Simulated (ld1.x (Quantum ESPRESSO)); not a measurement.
**u(r) = r·R(r): atom against pseudo-atom (zirconium (Zr))**

Columns: radius, all-electron u(r) and pseudo u(r) of the 4d shell (level -6.68 eV) of zirconium in the configuration [Kr] 4d2 5s1.5 5p0; PBEsol, scalar-relativistic, TM semilocal scheme, ld1.x (Quantum ESPRESSO) 7.5.

```
r (bohr)  all-electron   pseudo
   0.152        0.1924  -0.0038
   0.305        0.3062  -0.0293
   0.458        0.1746  -0.0906
   0.610       -0.0429  -0.1886
   0.762       -0.2539  -0.3120
   0.915       -0.4257  -0.4417
   1.068       -0.5500  -0.5558
   1.220       -0.6304  -0.6393
   1.372       -0.6758  -0.6883
   1.525       -0.6948  -0.7070
   1.678       -0.6943  -0.7029
   1.830       -0.6805  -0.6849
   1.982       -0.6580  -0.6595
   2.135       -0.6297  -0.6300
   2.288       -0.5983  -0.5983
   2.440       -0.5657  -0.5657
   2.592       -0.5326  -0.5326
   2.745       -0.4996  -0.4996
   2.898       -0.4675  -0.4675
   3.050       -0.4365  -0.4365
   3.202       -0.4068  -0.4068
   3.355       -0.3781  -0.3781
   3.508       -0.3509  -0.3509
   3.660       -0.3251  -0.3251
   3.812       -0.3008  -0.3008
   3.965       -0.2777  -0.2777
```

(1) How many radial nodes do the two functions have?

(2) At about which radius was the pseudo-wave matched?

(3) Where does each function peak?

(4) Is the pseudo-wave norm-conserving?

Answers

(1) The all-electron 4d function has n − l − 1 = 1; the pseudo-wave has 0, since the states of the same l below it are removed with the core.

(2) 2.40 bohr. The columns agree to 0.0005 from 2.13 bohr on; several derivatives are matched, so the curves merge somewhat inside the radius.

(3) Outermost all-electron maximum near 1.52 bohr, pseudo maximum near 1.52 bohr (to the table’s step).

(4) Yes: the TM semilocal scheme keeps the norm inside the radius equal to the all-electron one, which fixes the energy derivative of the logarithmic derivative at the level.
